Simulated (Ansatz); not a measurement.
Input file for Ansatz (a first-principles code): R-PBE0/def2-TZVPP on Ag2, 2S+1 = 1, a spin state set in the input, which need not be the lowest. Elements past Kr take the def2 small-core potentials; no spin–orbit coupling.

Ansatz 0.2 input:
```yaml
crystal:
  periodic: [false, false, false]
  atoms:
    - {symbol: Ag, position_ang: [0.00000000, 0.00000000, 0.00000000]}
    - {symbol: Ag, position_ang: [0.00000000, 0.00000000, 2.75500000]}
basis:
  gaussian:
    orbitals: def2-TZVPP
hamiltonian:
  xc: {name: PBE0}
relax: {f_tol: 0.002, max_steps: 120}
```

Output:

```
WARN ansatz: RAYON_NUM_THREADS=1 ignored (pool sized by the plan → 1); use --threads N
Functional definition: PBE0
integrals: 0.03 GiB planned
772 factors; their error is unknown
mean field: 0.34 GiB planned
mean field evaluation 1: about -7996.7758 eV, gradient 4.5e1 eV
mean field evaluation 2: about -7992.4447 eV, gradient 7.5e1 eV
mean field evaluation 4: about -7999.7365 eV, gradient 7.3e-1 eV
mean field evaluation 8: about -7999.7891 eV, gradient 3.4e-3 eV
mean field -7999.78905583 eV, -293.9868253500 hartree, gradient 1.9e-5 eV, S^2 0.000000; 0 other end points of the search recorded, 0 dependent functions left out
the calculation of the forces begins
reference -7999.78908337 eV, -293.9868263622 hartree; 19, 19 occupied and 93, 93 virtual orbitals, 772 factors
relax step   1: F+E_penalty+E_count = -7999.78905583 eV  Δ(F+E_penalty+E_count) = +0.000e0 eV  max|allowed force component| = 8.142e-1 eV/Å  Δτ_max = 0.0000 Å  (27 SCF iters, accepted)
these checks for a lower state are left out or cut short: starts, cluster_reference, orbital_swaps, neighbouring_geometries, increment
integrals: 0.03 GiB planned
772 factors; their error is unknown
mean field: 0.34 GiB planned
mean field evaluation 16: about -7999.8084 eV, gradient 3.5e-2 eV
mean field -7999.86191003 eV, -293.9895026926 hartree, gradient 1.3e-5 eV, S^2 0.000000; 0 other end points of the search recorded, 0 dependent functions left out
the calculation of the forces begins
reference -7999.86193751 eV, -293.9895037023 hartree; 19, 19 occupied and 93, 93 virtual orbitals, 772 factors
relax step   2: F+E_penalty+E_count = -7999.86191003 eV  Δ(F+E_penalty+E_count) = -7.285e-2 eV  max|allowed force component| = 3.682e-1 eV/Å  Δτ_max = 0.0596 Å  (31 SCF iters, accepted)
these checks for a lower state are left out or cut short: starts, cluster_reference, orbital_swaps, neighbouring_geometries, increment
integrals: 0.03 GiB planned
772 factors; their error is unknown
mean field: 0.34 GiB planned
mean field -7999.87084079 eV, -293.9898308917 hartree, gradient 1.1e-5 eV, S^2 0.000000; 0 other end points of the search recorded, 0 dependent functions left out
the calculation of the forces begins
reference -7999.87086818 eV, -293.9898318985 hartree; 19, 19 occupied and 93, 93 virtual orbitals, 772 factors
relax step   3: F+E_penalty+E_count = -7999.87084079 eV  Δ(F+E_penalty+E_count) = -8.931e-3 eV  max|allowed force component| = 2.293e-1 eV/Å  Δτ_max = 0.0492 Å  (31 SCF iters, accepted)
these checks for a lower state are left out or cut short: starts, cluster_reference, orbital_swaps, neighbouring_geometries, increment
integrals: 0.03 GiB planned
772 factors; their error is unknown
mean field: 0.34 GiB planned
mean field evaluation 32: about -7999.8214 eV, gradient 4.0e-3 eV
mean field -7999.87452900 eV, -293.9899664312 hartree, gradient 5.2e-5 eV, S^2 0.000000; 0 other end points of the search recorded, 0 dependent functions left out
the calculation of the forces begins
reference -7999.87455643 eV, -293.9899674390 hartree; 19, 19 occupied and 93, 93 virtual orbitals, 772 factors
relax step   4: F+E_penalty+E_count = -7999.87452900 eV  Δ(F+E_penalty+E_count) = -3.688e-3 eV  max|allowed force component| = 2.680e-4 eV/Å  Δτ_max = 0.0165 Å  (28 SCF iters, accepted)
integrals: 0.03 GiB planned
772 factors; their error is unknown
mean field: 0.34 GiB planned
mean field -7999.87452900 eV, -293.9899664312 hartree, gradient 5.2e-5 eV, S^2 0.000000; 1 other end points of the search recorded, 0 dependent functions left out
the calculation of the forces begins
reference -7999.87455643 eV, -293.9899674390 hartree; 19, 19 occupied and 93, 93 virtual orbitals, 772 factors
Total energy: -7999.87455643 eV, -293.9899674390 hartree
Atom 0 at     0.000000     0.000000     0.092278 Å, force     0.000000    -0.000000    -0.000268 eV/Å
Atom 1 at    -0.000000    -0.000000     2.662722 Å, force    -0.000000     0.000000     0.000268 eV/Å
Dipole moment:    -0.000000     0.000000    -0.000000 e Å
```

The calculation finished and met its thresholds.

Cost: around 10 core-seconds (rough).
